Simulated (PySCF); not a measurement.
C2H6Cd, SMILES [CH3][Cd][CH3].

Coordinates come from a B3LYP-D3(BJ)/def2-SVP optimisation. The isomer is the one that the SMILES or the coordinates give; other isomers of the formula were not compared. The def2 effective core potentials stand for the cores of Cd; spin–orbit coupling is left out.

The numbers are results of C-PCM-ωB97X/def2-SVP (PySCF), not measurements.

The values are the electrostatic part of the solvation free energy, E(continuum) − E(gas) at the gas-phase geometry, in a cavity of scaled van der Waals radii (PySCF's table); cavitation and dispersion terms are not included. A continuum can't describe solvent molecules that bind to the metal. In vacuum the orbital gap is 10.73 eV. The dipole moment in vacuum is 0.00 D.

```
solvent           ε  ΔG(elec) (kcal/mol)  dipole (D)  gap (eV)
------------  -----  -------------------  ----------  --------
water         78.36                  ___         ___       ___
benzene        2.27                 -2.6        0.00     10.94
diethylether   4.24                 -3.7        0.00     11.03
```

What belongs in the gaps? (Estimate from the structure and the level; the computed values follow.)


- water, ΔG(elec) (kcal/mol): -4.9
- water, dipole (D): 0.00
- water, gap (eV): 11.14
